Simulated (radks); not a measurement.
Problem. All-electron calculation, non-relativistic Kohn-Sham, LB94 model potential, spin-polarised, spherical densities, point nucleus; open shells are filled with parallel spins first (spin-orbit coupling, left out, can overturn this in heavy ions). Program: a radial shooting solver on a logarithmic mesh with Libxc functionals. Response by self-consistent Sternheimer equations with the Hartree and adiabatic LDA kernel. For heavy and open-shell atoms this level of theory can miss by tens of per cent. Estimate the static dipole polarisabilities of Cd ([Kr] 4d10 5s2) and Ni3+ ([Ar] 3d7) and the C6 coefficients of the three pairs.

Solution. alpha = 39.77 and 1.625 bohr^3; C6 = 329.2 (Cd-Cd), 26.82 (Cd-Ni3+), 3.858 (Ni3+-Ni3+) hartree bohr^6.
